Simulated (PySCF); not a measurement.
Electron correlation in Tb⁴⁸⁺ (terbium, charge +48)

[Ne] 3s2 3p5, 2P determinant. All numbers are calculated (PySCF 2.14, scalar relativity by spin-free X2C-1e, in an even-tempered Gaussian basis (18 s from 10 bohr⁻², ratio 2.5; 12 p from 14 bohr⁻², ratio 2.5; 4 d from 58 bohr⁻², ratio 2.7; 4 f from 87 bohr⁻², ratio 2.7)). Frozen: 1s2; 15 electrons correlated; the 21 highest virtual orbitals of each spin left out.

MP2 pair energies summed by pair of shells (mhartree):

| pair | energy | share (%) |
| --- | --- | --- |
| 2p-2p | -193.31 | 30.7 |
| 3p-3p | -134.00 | 21.3 |
| 2p-3p | -108.70 | 17.3 |
| 3s-3p | -61.56 | 9.8 |
| 2s-2p | -57.42 | 9.1 |
| 2p-3s | -27.32 | 4.3 |
| 2s-3p | -20.04 | 3.2 |
| 2s-2s | -11.10 | 1.8 |
| 3s-3s | -9.49 | 1.5 |
| 2s-3s | -7.00 | 1.1 |

Total MP2 correlation energy: -629.94 mhartree.

At this charge the one-electron X2C treatment keeps the bare 1/r₁₂, with no two-electron picture change or Breit term. The effect here is smaller than on the frozen 1s shell; and a scalar Hamiltonian misses the large spin-orbit splitting of the p shells, which matters for ns² → np² pairs.
